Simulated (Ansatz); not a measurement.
# Worked example: HI + BH(CH3)(SH) → H2S + BH(CH3)I

Species: HI (hydrogen iodide), singlet; BH(CH3)(SH), singlet; H2S (hydrogen sulfide) `S`, singlet; BH(CH3)I, singlet. The partners trade I for SH: H–I and B–SH bonds give way to H–SH and B–I.

Shapes, held fixed at every level: PBE0-D4/def2-TZVP. Flexible molecules stand in one conformer, not always the lowest. Programs: Ansatz 0.2.0. The zero-point and thermal change to 298 K, harmonic and unscaled (PBE0-D4/def2-TZVP), is +0.4 kJ/mol.

At CCSD(T)/def2-TZVPP; 1 Eh = 2625.50 kJ/mol:

| species | energy (Eh) |
| --- | --- |
| HI | -297.737430 |
| BH(CH3)(SH) | -463.586853 |
| H2S | -398.931115 |
| BH(CH3)I | -362.386138 |

Problem. Work out ΔH(298 K) of the reaction at this level.

Solution. 
1. Products less reactants: (-398.931115) + (-362.386138) − [(-297.737430) + (-463.586853)] = 0.007030 Eh = +18.5 kJ/mol.
2. With the thermal change: +18.5 + (+0.4) = +18.9 kJ/mol.

Other levels give +20.2 (B2PLYP/def2-TZVPP) to +28.7 kJ/mol (CCSD/def2-SVP). No measured value is set beside it here. For atoms past krypton def2 sets carry core potentials with scalar relativity. Outer-core shells of I are correlated in most correlated rows, in sets that cover them unevenly.
